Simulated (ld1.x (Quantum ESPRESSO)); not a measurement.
**An odd input for ld1.x (Quantum ESPRESSO) 7.5 (ruthenium (Ru))**

Command:

```bash
ld1.x < Ru.in > Ru.out
```

Input:

```
&input
   title='Ru', zed=44., rel=1, dft='BLYP', iswitch=3,
   config='[Kr] 4d7 5s0 5p0',
   nld=3, rlderiv=3.30, eminld=-3.0, emaxld=5.0, deld=0.02
 /
 &inputp
   pseudotype=3, tm=.true., lloc=-1, rcloc=2.00,
   nlcc=.false.,
   file_pseudopw='Ru.UPF', file_wfcaegen='ae.wfc', file_wfcncgen='nc.wfc', file_beta='beta', file_chi='chi', file_wfcusgen='us.wfc'
 /
7
5S  1  0   0.00   0.00  2.60  2.85  0.0
5S  1  0   0.00   2.95  2.60  2.85  0.0
5P  2  1   0.00   0.00  2.35  3.05  0.0
5P  2  1   0.00   0.05  2.35  3.05  0.0
4D  3  2   7.00   0.00  1.20  1.50  0.0
4D  3  2   0.00   2.35  1.20  1.50  0.0
 &test
   configts(1)='4d7 5s0 5p0'
 /
```

This is an input that runs to its end, with one change: count of waves off by +1. The unchanged file is no sound one. Note: ghost states, extra bound levels that the all-electron valence spectrum of the same l lacks: s at -411.4 eV, s at -11.0 eV. A true bound ghost makes a file unfit for plane-wave use.

Q: How does the run end?

A: The program refuses the input: "read_psconfig: reading pseudo wavefunctions configuration".

```
Program LD1 v.7.5

 %%%%%%%%%%%%%%%%%%%%%%%%%%%%%%%%%%%%%%%%%%%%%%%%%%%%%%%%%%%%%%%%%%%%%%%%%%%%%%
     Error in routine read_psconfig (5010):
     reading pseudo wavefunctions configuration
 %%%%%%%%%%%%%%%%%%%%%%%%%%%%%%%%%%%%%%%%%%%%%%%%%%%%%%%%%%%%%%%%%%%%%%%%%%%%%%

     stopping ...
```
